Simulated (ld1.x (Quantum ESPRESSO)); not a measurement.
## u(r) = r·R(r): atom against pseudo-atom (F)

Columns: radius, all-electron u(r) and pseudo u(r) of the 2s shell (level -29.72 eV) of fluorine in the configuration [He] 2s2 2p5; PBEsol, scalar-relativistic, TM semilocal scheme, ld1.x (Quantum ESPRESSO) 7.5.

```csv
r (bohr),all-electron,pseudo
0.085,0.4510,-0.0996
0.170,0.2870,-0.2085
0.255,-0.0455,-0.3360
0.340,-0.3735,-0.4890
0.425,-0.6378,-0.6625
0.510,-0.8261,-0.8273
0.595,-0.9445,-0.9445
0.680,-1.0058,-1.0058
0.765,-1.0236,-1.0236
0.850,-1.0100,-1.0100
0.935,-0.9748,-0.9748
1.020,-0.9256,-0.9256
1.105,-0.8681,-0.8681
1.190,-0.8064,-0.8064
1.275,-0.7435,-0.7435
1.360,-0.6813,-0.6813
1.445,-0.6212,-0.6212
1.530,-0.5642,-0.5642
1.615,-0.5106,-0.5106
1.700,-0.4609,-0.4609
1.785,-0.4149,-0.4149
1.870,-0.3727,-0.3727
1.955,-0.3343,-0.3343
2.040,-0.2993,-0.2993
2.125,-0.2676,-0.2676
2.210,-0.2390,-0.2390
```

(1) How many radial nodes do the two functions have?

(2) At about which radius was the pseudo-wave matched?

(3) Is the pseudo-wave norm-conserving?

Answers

(1) The all-electron 2s function has n − l − 1 = 1; the pseudo-wave has 0, since the states of the same l below it are removed with the core.

(2) 0.60 bohr, where the columns begin to agree (steps of 0.09 bohr).

(3) Yes: the TM semilocal scheme keeps the norm inside the radius equal to the all-electron one, which fixes the energy derivative of the logarithmic derivative at the level.
